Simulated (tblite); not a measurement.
C8H11O2P.
Cartesian coordinates in Å at the GFN2-xTB level; atoms count from 1:
```xyz
22
C8H11O2P angstrom
C      3.970    1.235   -0.320
C      2.885    0.287   -0.243
C      1.982   -0.507   -0.203
P      0.642   -1.648    0.018
O      0.858   -2.684    1.034
O      0.440   -2.293   -1.451
C     -0.794   -0.588    0.226
C     -1.561   -0.581    1.308
C     -2.644    0.448    1.219
C     -2.583    0.916   -0.247
C     -1.220    0.438   -0.782
H      4.076    1.603   -1.340
H      3.770    2.077    0.343
H      4.899    0.757   -0.014
H      0.601   -3.235   -1.369
H     -1.424   -1.214    2.167
H     -3.619    0.040    1.486
H     -2.428    1.265    1.914
H     -3.386    0.446   -0.815
H     -2.699    1.995   -0.333
H     -1.289    0.014   -1.784
H     -0.486    1.248   -0.815
```

All values are computed: GFN2-xTB (tblite) harmonic vibrations without scaling, gas phase. Errors from tens to a few hundred cm⁻¹ against measured bands are possible. One conformer, not necessarily the lowest.

Harmonic wavenumbers (cm⁻¹): 27.8, 31.0, 41.0, 81.2, 89.0, 110.9, 136.4, 189.7, 260.8, 271.5, 280.5, 312.5, 328.7, 341.7, 396.6, 435.9, 488.7, 602.3, 653.3, 784.6, 789.1, 826.4, 853.1, 881.2, 903.9, 967.0, 1001.7, 1014.3, 1016.3, 1042.3, 1087.1, 1100.2, 1110.1, 1116.8, 1185.0, 1196.9, 1214.3, 1261.5, 1283.7, 1293.9, 1319.4, 1380.1, 1442.2, 1443.2, 1463.5, 1471.4, 1495.4, 1685.3, 2334.0, 2942.9, 2948.7, 2985.2, 2992.3, 2998.9, 3006.0, 3009.1, 3013.9, 3015.0, 3125.7, 3581.8.

A = 1281, B = 638.1, C = 519.1 MHz; mass 170.050 u (most abundant isotopes); point group C1, symmetry number 1.

Q: Zero-point energy?

A: ½Σν̃ = 37331 cm⁻¹ = 106.74 kcal/mol.

Q: What is S at 298.15 K and 1 bar for an ideal gas of classical rigid rotors and harmonic oscillators?

A: Translation 41.33, rotation 31.01, vibration 46.86: S = 119.2 cal/(mol K).

Q: And Cp and H(298.15 K) − H(0)?

A: Cp = 47.97 cal/(mol K), of which vibrations give 40.02 (their classical limit is 60 R = 119.2); H(298.15 K) − H(0) = 9.00 kcal/mol without the zero-point energy, 6.63 from vibrations.

Q: Which modes carry the vibrational entropy at 298.15 K?

A: 27.8 cm⁻¹: 5.98; 31.0 cm⁻¹: 5.76; 41.0 cm⁻¹: 5.21; 81.2 cm⁻¹: 3.86; 89.0 cm⁻¹: 3.68; 110.9 cm⁻¹: 3.25 cal/(mol K); the other 54 give 19.11 together.

Q: Blend soft modes into free rotors: weight 1/[1 + (100 cm⁻¹/ν̃)⁴] for the oscillator and the rest for a rotor with moment μB/(μ + B), μ = h/(8π²ν), B = 10⁻⁴⁴ kg m². What vibrational entropy results?

A: 40.62 cal/(mol K) in place of 46.86, which changes −T·S at 298.15 K by +1.86 kcal/mol.

Hindered rotation and anharmonicity are outside this model. Other conformers, if any are populated, would add a mixing term that is left out. The structure is chiral; the term R ln 2 for an equal mix with its mirror image is left out.

Time: 1.2 s. Hardware: an Arm Neoverse V1 with one thread, on a shared host. The figure is for the frequency step alone.
